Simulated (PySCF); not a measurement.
# Pt2O, triplet: computed properties

Computed with UPBE0 in PySCF with O def2-TZVP, Pt def2-TZVP with ECP60; scalar-relativistic core potentials, no spin–orbit coupling; density-fitted integrals.

The structure is a minimum.

Z-matrix (Å, degrees; charge 0 multiplicity 3):
```
O
Pt 1 1.8549
Pt 1 1.8549 2 89.91
```

- Point group: C2v
- Bond lengths: O–Pt 1.855 Å (×2), Pt–Pt 2.621 Å
- Bond angles: O–Pt–Pt 45.0° (×2), Pt–O–Pt 89.9°
- Principal polarisabilities: 56.5, 60.9, 123.9 bohr³
- Dipole moment: 2.14 D
- Rotational constants: 0.6368, 0.02517, 0.02421 cm⁻¹
- Zero-point energy: 7.8 kJ/mol
- Principal quadrupole moments (Buckingham, traceless) about the centre of mass: -6.74, -4.41, 11.14 D Å
- Enthalpy at 298.15 K above 0 K: 12.55 kJ/mol
- Highest occupied level (α): -6.23 eV
- Rotational symmetry number: 2
- Spin squared ⟨S²⟩: 2.014
- Heat capacity Cp at 298.15 K: 50.2 J/(mol K)
- Entropy at 298.15 K and 1 bar (electronic part: spin only): 319.3 J/(mol K)
- Atomisation energy without zero-point energy: 610 kJ/mol
- Lowest empty level (β): -3.77 eV

Harmonic modes (masses in u: O 15.995, Pt 194.965):
```csv
symmetry,ω (cm⁻¹),IR (km/mol)
a1,141,0.9
b2,518,1.5
a1,653,24.0
```

In C2v the vibrations span 2a1 + b2. Here b1 is antisymmetric to the molecular plane and b2 lies in it.

Charges (e):
| atom | Mulliken | Löwdin | polar tensor | spin (Mulliken) | Mayer order to O1 |
| --- | --- | --- | --- | --- | --- |
| O1 | -0.42 | -0.22 | -0.38 | 0.55 | – |
| Pt2,3 | 0.21 | 0.11 | 0.19 | 0.73 | 1.14 |
Other Mayer orders above 0.3: Pt–Pt 0.82.

Mulliken populations on O1: s 3.92, p 4.45, d 0.05, f 0.00.

This need not be the most stable arrangement of these atoms. Open d and f shells are described by one determinant, and the ground state may have another occupation or spin. No spin–orbit coupling is included, which matters more the heavier the element.

The final relaxation and frequency run took roughly 6 core-minutes on a shared host.
